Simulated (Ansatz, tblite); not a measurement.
Removing and adding an electron: Ge4F8 (the lowest singlet isomer of a short search). Charge 0, multiplicity 1. Geometry: PBE-D4/def2-SVP. Ansatz, gas phase; energy differences of separate SCF runs; the oxidised species was run as a doublet alone; the reduced species was run as a doublet alone.

| atom | x (Å) | y (Å) | z (Å) |
| --- | --- | --- | --- |
| Ge1 | 0.643 | 0.733 | -2.396 |
| Ge2 | -0.686 | -2.412 | -0.895 |
| Ge3 | -0.695 | 1.500 | -0.250 |
| Ge4 | 0.485 | -0.084 | 1.402 |
| F5 | 0.017 | -1.183 | -2.271 |
| F6 | 0.067 | 3.022 | 0.240 |
| F7 | 1.839 | 0.426 | -1.066 |
| F8 | 0.675 | -1.762 | 0.393 |
| F9 | -0.393 | -0.831 | 2.722 |
| F10 | -1.758 | -1.085 | -0.306 |
| F11 | -2.311 | 1.719 | 0.405 |
| F12 | 2.117 | -0.044 | 2.024 |

The xTB rows come from tblite. The structure comes from a short search, and lower isomers may exist.

| level | −HOMO (eV) | vertical IE (eV) | −LUMO (eV) | vertical EA (eV) | HOMO–LUMO gap (eV) | IE − EA (eV) | remarks |
| --- | --- | --- | --- | --- | --- | --- | --- |
| GFN1-xTB | 10.52 | 12.92 | 7.45 | 5.02 | 3.07 | 7.90 | – |
| GFN2-xTB | 11.82 | 14.53 | 8.52 | 5.66 | 3.30 | 8.87 | – |
| PBE-D4/def2-SVP | 6.57 | 9.07 | 3.13 | 0.93 | 3.44 | 8.14 | HOMO above zero (-1 doublet) |
| PBE0-D4/def2-SVP | 7.70 | 9.48 | 2.47 | 0.91 | 5.23 | 8.57 | HOMO above zero (-1 doublet) |

   A HOMO above zero means that the electron is unbound at that level or that self-interaction error raises the level; the energy of removing that electron tells which. Raw xTB energy differences between charge states are shifted by several eV; the methods need an empirical correction for them. Sets without diffuse functions give affinities that are too small.
